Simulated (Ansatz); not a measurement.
Reactions of BGaH7NOSi (`B[NH][GaH][O][SiH3]`).

Isolated molecules relaxed with PBE0-D4/def2-TZVP in Ansatz; ΔE leaves out vibrations. CCSD(T)/CBS adds triple-zeta CCSD(T) − MP2 to the extrapolated MP2 energy (def2 sets, frozen cores). This one scheme is used for every species, atoms too. For atomizations the MP2-based limit and the directly extrapolated one differ by several kJ/mol either way, and by 10 to 25 for some Ge, Se and Sn compounds, so smaller differences from it don't rank the levels. DFT in def2-TZVPP. B3LYP here is the variant with VWN-RPA as its local correlation; programs differ in this. Open shells (•) are unrestricted, without spin–orbit coupling. Spin–orbit coupling would lower the free atoms: a little for B, O, Si; clearly for Ga. For Br, Ga, Ge outer-core shells are correlated without core-valence functions, so the limit isn't a true one: a few kJ/mol of doubt a bond, and 10 to 20 or more in all where bonds break to atoms. Scalar relativity is left out up to krypton. Each species was taken in one conformer, which may not be the lowest.

```json
{"reaction": "`B[NH][GaH][O][SiH3]` + H₂ → `B[NH][GaH2]` + silanol", "CCSD(T)/CBS(def2) (kcal/mol)": "?"}
{"reaction": "`B[NH][GaH][O][SiH3]` + HBr → `BBr` + `[NH2][GaH][O][SiH3]`", "CCSD(T)/CBS(def2) (kcal/mol)": "?"}
{"reaction": "`B[NH][GaH][O][SiH3]` + `CCN[SiH3]` → `BN([SiH3])CC` + `[NH2][GaH][O][SiH3]`", "CCSD(T)/CBS(def2) (kcal/mol)": "?"}
{"reaction": "`B[NH][GaH][O][SiH3]` → `[SiH3][O][GaH]`• + `B[NH]`•", "CCSD(T)/CBS(def2) (kcal/mol)": "105.7"}
{"reaction": "`B[NH][GaH][O][SiH3]` + `NCS` → `BSCN` + `[NH2][GaH][O][SiH3]`", "CCSD(T)/CBS(def2) (kcal/mol)": "7.3"}
{"reaction": "`B[NH][GaH][O][SiH3]` + SiH₄ → `[SiH3][O][GaH][SiH3]` + `BN`", "CCSD(T)/CBS(def2) (kcal/mol)": "5.8"}
{"reaction": "`B[NH][GaH][O][SiH3]` + `CC(O)F` → `[OH][GaH][O][SiH3]` + `BNC(C)F`", "CCSD(T)/CBS(def2) (kcal/mol)": "-7.0"}
{"reaction": "`B[NH][GaH][O][SiH3]` → B• + Ga• + 7 H• + N• + O• + Si•", "CCSD(T)/CBS(def2) (kcal/mol)": "968.4"}
{"reaction": "`B[NH][GaH][O][SiH3]` + H–F → `[F][GaH][O][SiH3]` + `BN`", "CCSD(T)/CBS(def2) (kcal/mol)": "-11.0"}
{"reaction": "`B[NH][GaH][O][SiH3]` + `S[CH2][GeH3]` → `BS[CH2][GeH3]` + `[NH2][GaH][O][SiH3]`", "CCSD(T)/CBS(def2) (kcal/mol)": "6.9"}
```

Task: Fill in the missing values. (Estimate.)

Result: Computed: `B[NH][GaH][O][SiH3]` + H₂ → `B[NH][GaH2]` + silanol: +16.3 kcal/mol; `B[NH][GaH][O][SiH3]` + HBr → `BBr` + `[NH2][GaH][O][SiH3]`: +11.6 kcal/mol; `B[NH][GaH][O][SiH3]` + `CCN[SiH3]` → `BN([SiH3])CC` + `[NH2][GaH][O][SiH3]`: -2.3 kcal/mol.

Largest T1 diagnostic: 0.030, for `B[NH]`•, so its coupled-cluster energy is less sure.
